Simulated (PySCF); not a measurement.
A calculated (MN15, PySCF 2.14, dyall-acv3z, the non-relativistic Hamiltonian (point nucleus)) atom or ion has these occupied shells.

| shell | electrons | orbital energy (eV) | rms radius, mean of both spins (bohr) |
| --- | --- | --- | --- |
| 1s α | 1 | -2086.1 | 0.121 |
| 1s β | 1 | -2085.7 | 0.121 |
| 2s α | 1 | -186.62 | 0.577 |
| 2s β | 1 | -186.07 | 0.577 |
| 2p α | 3 | -141.51 | 0.542 |
| 2p β | 3 | -141.06 | 0.542 |
| 3s α | 1 | -27.324 | 1.95 |
| 3p α | 3 | -17.747 | 2.21 |

Problem. Name the element and its charge.

Solution. P+ (phosphorus, charge +1), in [Ne] 3s1 3p3, high-spin 5S determinant (an excited configuration).
